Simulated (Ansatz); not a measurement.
Reaction (redistribution): `C[Si](N)(O)O[SiH3]` + `CB(C)F` → `C[Si](C)(N)O` + `CB(F)O[SiH3]`

Gas-phase electronic energies from Ansatz, PBE0-D4/def2-TZVP geometries. CBS: MP2 limit from def2 TZ/QZ plus the TZ coupled-cluster correction, frozen cores. Functionals use def2-TZVPP. Each species was taken in one conformer, which may not be the lowest.

```
             level  ΔE (kJ/mol)  difference from CCSD(T)/CBS
            PBE-D4         -6.5                         -5.1
         r2SCAN-D4         -1.6                         -0.2
              PBE0         -5.4                         -4.0
     HF/def2-TZVPP          2.8                          4.2
CCSD(T)/def2-TZVPP         -2.2                         -0.8
     HF/def2-QZVPP          3.8                          5.2
    MP2/def2-QZVPP         -1.3                          0.1
SCS-MP2/def2-QZVPP         -0.4                          1.0
      HF/CBS(def2)          3.9                          5.3
     MP2/CBS(def2)         -1.3                          0.1
       CCSD(T)/CBS         -1.4                            0
```

Largest T1 diagnostic among the species: 0.012.

In def2-TZVPP, CCSD(T) changes the Hartree–Fock value by −5.0 kJ/mol (the triples alone add −1.2 kJ/mol) and MP2 by −4.9 kJ/mol.
